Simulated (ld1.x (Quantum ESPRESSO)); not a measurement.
Building the ultrasoft potential for Sb (Z = 51) (PBE, fully relativistic).

| Quantity | Value |
| --- | --- |
| Element | Sb (Z = 51) |
| Generator | ld1.x (Quantum ESPRESSO) 7.5 |
| Type | ultrasoft |
| Functional | PBE |
| Relativity | fully relativistic |
| Frozen core | [Kr] 4d10 |
| Valence charge | 5 |
| Reference configuration | 5s2 5p3 |
| Partial waves | 5s (bound): rcut 1.55, rcutus 2.10 bohr; 5s channel at 0.55 Ry: rcut 1.55, rcutus 2.10 bohr; 5p (bound): rcut 2.35, rcutus 2.70 bohr; 5p channel at 0.55 Ry: rcut 2.35, rcutus 2.70 bohr |
| Local potential | all-electron potential smoothed inside 2.65 bohr (lloc = -1) |
| Core correction | none |
| Augmentation charge | PSQ, inside the norm-conserving radii |

Open shells are filled in proportion to 2j + 1 (rel_dist='average').

Does the generator finish with these settings?

Yes, a potential is produced and its reference levels are reproduced.

Estimate the cutoffs (Ry, on a coarse ladder) from which the occupation-weighted sum of valence levels, in a spherical-Bessel basis at the reference potential, stays within 10 and 1 mRy of its value at 400 Ry.

8 Ry and 12 Ry.

What does a ghost test show?

No extra level below or beside the all-electron valence levels (s, p1/2, p3/2, d, f tested).

Is the overlap operator S = 1 + Σ q|β⟩⟨β| positive definite (Bessel basis up to 400 Ry)?

Yes: its lowest eigenvalue is 0.37 (s channel).

Its largest configuration-test error is -24 meV (5s2 5p1). Test run stopped at test 3 of 7 (negative rho).
